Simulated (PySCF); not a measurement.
Working out the ionisation energy of Sc

Sc [Ar] 3d1 4s2 (2D) → Sc+ [Ar] 3d1 4s1 (3D). Computed with PySCF 2.14 in 6-31G* (5s4p2d1f, 34 functions), with the non-relativistic Hamiltonian (point nucleus). Frozen: [Ar]. Energies in hartree (1 hartree = 27.21139 eV):

```
             part   Sc (lower)  Sc+ (upper)
              UHF  -759.675706  -759.478884
MP2 opposite-spin    -0.019354     0.000000
    MP2 same-spin    -0.001341    -0.001384
```

Problem. What does Hartree-Fock give?

Solution. (-759.478884) − (-759.675706) = 0.196822 hartree = 5.356 eV.

Problem. What do MP2 and SCS-MP2 (6/5 opposite-spin, 1/3 same-spin) give?

Solution. The opposite-spin parts differ by 0.527 eV and the same-spin parts by -0.001 eV. MP2: 5.356 + (0.527) + (-0.001) = 5.882 eV. SCS-MP2: 5.356 + 1.2 × (0.527) + (-0.001)/3 = 5.988 eV.

Measured between the centres of the two terms (NIST): 6.562 eV, so MP2 (valence) is off by -0.680 eV.

The calculation is non-relativistic.

What remains against the reference includes basis incompleteness, the frozen core and correlation beyond second order.
